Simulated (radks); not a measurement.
The iron ion Fe2+ inside a hard spherical wall (all orbitals vanish at R), configuration held at [Ar] 3d6 and not refilled when levels cross. Method: scalar-relativistic Kohn-Sham, LDA (Slater exchange, Perdew-Wang correlation), spin-unpolarised, spherical densities, point nucleus; computed with a radial shooting solver on a logarithmic mesh with Libxc functionals. Eigenvalues in eV, with the zero of energy where the potential of the charges vanishes at infinity; a dash marks a level that is unbound or too diffuse for the functional's potential to be trusted. A positive occupied level is held by the wall or, in an anion where self-interaction has pushed it up, behind a barrier. The pressure on the wall is -dE/dV.

R (bohr)  E (hartree)  kinetic (hartree)    e(2p)    e(3s)    e(3p)    e(3d)  e(4s, empty)  e(4p, empty)  pressure (GPa)
free      -1269.25347           1283.867  -716.30  -112.05  -78.482  -26.035       -20.358       -14.317               0
20        -1269.25347           1283.867  -716.30  -112.05  -78.482  -26.035       -20.358       -14.317        < 0.0001
15        -1269.25347           1283.867  -716.30  -112.05  -78.482  -26.035       -20.358       -14.317        < 0.0001
12        -1269.25347           1283.867  -716.30  -112.05  -78.482  -26.035       -20.358       -14.317        < 0.0001
8         -1269.25347           1283.867  -716.30  -112.05  -78.482  -26.035       -20.356       -14.300        0.000125
7         -1269.25345           1283.867  -716.30  -112.05  -78.480  -26.034       -20.346       -14.242         0.00182
4         -1269.23687           1283.996  -715.54  -111.42  -77.861  -25.406       -17.880        -9.840            5.40
3.5       -1269.20304           1284.205  -714.47  -110.56  -77.033  -24.522       -14.802        -5.524            21.5
1.5       -1259.70526           1322.936  -642.42  -59.042  -22.638   37.668        200.85        219.65           33800
